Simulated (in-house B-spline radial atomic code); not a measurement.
## Solving the quasi-particle equation for 4f of Hf⁴⁺

Configuration [Xe] 4f14, start PBE0; correlation leaves out the 6 deepest shells. Computed with a B-spline radial code for spherical atoms: all electrons, scalar-relativistic (spin-free one-electron X2C), finite nucleus, each spin shell either full or empty, empty states to l = 9 with an (l + 1/2)⁻⁴ tail; G0W0 by contour deformation at full frequency.

At the mean-field level ε = -61.733 eV the matrix elements are Σx = -82.59 eV, v_xc = -70.787 eV and Σc(ε) = 3.764 eV, and the slope of the correlation self-energy is dΣc/dω = -0.0726. The quasi-particle energy solves E = ε + Σx − v_xc + Σc(E).

Q: What does the linearised equation give?

A: Z = 1/(1 − dΣc/dω) = 1/1.0726 = 0.9323. The first-order shift is Σx − v_xc + Σc(ε) = -82.59 − (-70.787) + (3.764) = -8.039 eV, so E ≈ ε + Z × shift = -61.733 + 0.9323 × (-8.039) = -69.228 eV.

Q: How does that compare with the full solution and with static screening?

A: Solving the equation at full frequency dependence gives E = -69.189 eV, where Σc = 4.347 eV and the weight is 0.923; the linearised value is off by 38 meV. Leaving Z out would give -69.772 eV. Static COHSEX puts -2.315 eV in place of Σc and gives -75.851 eV, 6.66 eV deeper.
